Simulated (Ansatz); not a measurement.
# Ligand exchange: Y(CH3)2F + C2H10OSi2 → Y(CH3)2(OH) + C2H9FSi2

Species: Y(CH3)2F, singlet; C2H10OSi2 `C[SiH2]C[SiH2]O`, singlet; Y(CH3)2(OH), singlet; C2H9FSi2 `C[SiH2]C[SiH2]F`, singlet. The partners trade F for OH: Y–F and Si–OH bonds give way to Y–OH and Si–F.

Shapes, held fixed at every level: PBE0-D4/def2-TZVP. Flexible molecules stand in one conformer, not always the lowest. Programs: Ansatz 0.2.0. Electronic energies: no zero-point or thermal term.

Q: Estimate ΔE of this reaction.

A: The highest level, CCSD(T)/def2-TZVPP, gives ΔE = +4.1 kJ/mol; the levels span +2.7 to +13.4. The column of differences is taken from that level and isn't an error. No measured value is set beside it here. For atoms past krypton def2 sets carry core potentials with scalar relativity. Correlated rows may include outer-core shells of Y, which these sets cover unevenly.

```tsv
level	kind	ΔE (kJ/mol)	less CCSD(T)/def2-TZVPP
r2SCAN-D4/def2-TZVPP	meta-GGA	+12.9	+8.8
PBE0-D4/def2-TZVPP	global hybrid	+13.4	+9.3
wB97M-V/def2-TZVPP	range-separated hybrid	+8.8	+4.7
wB97X-V/def2-TZVPP	range-separated hybrid	+10.5	+6.4
B2PLYP/def2-TZVPP	double hybrid	+7.4	+3.3
MP2/def2-TZVPP	perturbation theory	+2.7	-1.4
CCSD/def2-TZVPP	coupled cluster or CI	+3.4	-0.7
CCSD(T)/def2-TZVPP	coupled cluster or CI	+4.1	0.0
```
